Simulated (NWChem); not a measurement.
Species: HSeSCl; SMILES [Se](Cl)S

```xyz
4

Se     0.6768    -0.0157     0.0143
Cl    -0.6365     1.7980     0.0214
S     -0.6946    -1.7156     0.0587
H     -0.9129    -1.8458    -1.2888
```
Atoms are numbered in this order, from 1.

Computed with NWChem. Pople sets run with spherical d functions. Coordinates come from a PBE-D3(BJ)/def2-SVP optimisation. Vzz is the largest principal value of the second derivative of the potential at the nucleus (NWChem prints the opposite sign); η is the asymmetry. Non-relativistic.

```tsv
level	Vzz Se1 (a.u.)	η Se1	Vzz Cl2 (a.u.)	η Cl2	Vzz S3 (a.u.)	η S3
Hartree-Fock/def2-TZVP	-8.899	0.54	4.155	0.10	-2.917	0.76
Hartree-Fock/6-31G*	-8.159	0.51	3.752	0.10	(withheld)	0.74
CAM-B3LYP/cc-pVTZ	-8.714	0.44	3.771	0.14	-2.482	0.75
CAM-B3LYP/6-31G*	-8.176	0.41	3.701	0.14	-2.498	0.69
```

Complete the blanks.


- Hartree-Fock/6-31G*, Vzz S3 (a.u.): -2.618
